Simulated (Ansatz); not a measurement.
System: CH4AlO, charge 0, doublet. CH4AlO (SMILES [OH][Al][CH3], doublet).
B3LYP-D3(BJ)/def2-TZVP minimum from Ansatz (a program for electronic structure):
```xyz
7

Al     0.5392    -0.2387    -0.0632
C     -0.2472     1.3232    -0.9815
H     -0.5342     2.0673    -0.2330
H     -1.1529     1.0069    -1.5068
H      0.4315     1.7868    -1.6971
O     -0.5006    -0.9922     1.0692
H     -0.2661    -1.7593     1.5939
```
Charge 0, spin multiplicity 2.

Quantity: atomisation energy (electronic, to ground-state atoms), in kcal/mol. UHF or UKS for unpaired electrons; spin-orbit terms are left out. CBS(X,Y): correlation extrapolated as X^-3, Hartree-Fock from the larger set. A bracket is a step between two methods taken in the basis named. Functionals run without relativity, which enters their misses. Double hybrids freeze cores in their MP2 part. 'core' is core correlation in cc-pwCVTZ (1s frozen past Ne), 'X2C' scalar relativity in cc-pVTZ-DK, both at CCSD(T). Where a partner has so few electrons that a lower coupled-cluster level is exact, that level stands in. The spin of CH4AlO ([CH3][Al][OH], doublet) was assumed, and the state is the lowest solution found for it.

CCSD(T)/CBS(cc-pV(T+d)Z,cc-pV(Q+d)Z) + [CCSDT(Q) - CCSD(T)]/cc-pV(D+d)Z + core + X2C (Ansatz) gives 585.1 kcal/mol.

**Question.** How far off this value is PBE/def2-TZVPD (Ansatz), in which direction, and how far these levels: r2SCAN/def2-TZVPD, PBE0/def2-TZVPD, wB97M-V/def2-TZVPD, B2PLYP/def2-TZVPD, CCSD(T)/CBS(cc-pV(T+d)Z,cc-pV(Q+d)Z) + core + X2C?

**Answer.** PBE gives 588.5 kcal/mol, 3.4 kcal/mol above it. Differences of the others: r2SCAN/def2-TZVPD (Ansatz) 1.3; PBE0/def2-TZVPD (Ansatz) -7.1; wB97M-V/def2-TZVPD (Ansatz) -3.7; B2PLYP/def2-TZVPD (Ansatz) -9.9; CCSD(T)/CBS(cc-pV(T+d)Z,cc-pV(Q+d)Z) + core + X2C (Ansatz) -0.7 kcal/mol.
